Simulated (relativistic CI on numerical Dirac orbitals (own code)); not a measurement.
# Hyperfine structure of Xe49+, mass number 129

Computed by Dirac-Coulomb-Breit CI, orbitals from a KLI potential per configuration, model QED (radiative potential, 1s self-energy scaled to tabulated hydrogen-like ionisation energies), unscaled Slater integrals (own radial code, finite nucleus).

Configuration list (outside the closed core 1s2): 2s2 2p, 2s 2p2, 2p3, 2p2 3s, 2p2 3p, 2p2 3d, 2s2 3s, 2s2 3p, 2s2 3d, 2s 2p 3s, 2s 2p 3p, 2s 2p 3d, 2s2 4s, 2s2 4p, 2s2 4d, 2s2 4f. Levels of other configurations are missing.

Nuclear spin I = 1/2, μ = -0.77796 μN (tables of Stone and Pyykkö). The electronic factors are computed for point nuclear moments, without core polarisation or the Bohr-Weisskopf and QED corrections.

```csv
Level,E (10³ cm⁻¹),A (GHz)
2s2 2p 2P°_1/2,0.0,-3214
2s 2p2 4P_1/2,1318.5,-9714
2s2 2p 2P°_3/2,2890.8,-491.3
2s 2p2 4P_3/2,3807.0,-2544
2s 2p2 2D_5/2,4066.2,-2922
2s 2p2 2D_3/2,4475.9,-23.41
2s 2p2 2P_1/2,4477.8,3200
2s 2p2 4P_5/2,6847.3,-2426
```

Levels with J = 0, under 50 % of one LS term, or S terms without an open s electron are left out. Small factors come from cancelling terms and can be off by tens of per cent or more.

At this charge energies of transitions that change n are usually good to better than 1 %, and those within a shell (Δn = 0) to a few per cent.

Task: Give the hyperfine levels of 2s2 2p 2P°_1/2 relative to its centre of gravity.

Result: With K = F(F + 1) − I(I + 1) − J(J + 1), E = AK/2: F = 0: 2411, F = 1: -803.6 GHz.

LS names give the leading component of a level, which can be under half, so a name can repeat, a term be missing and a line seem to break the LS rules.
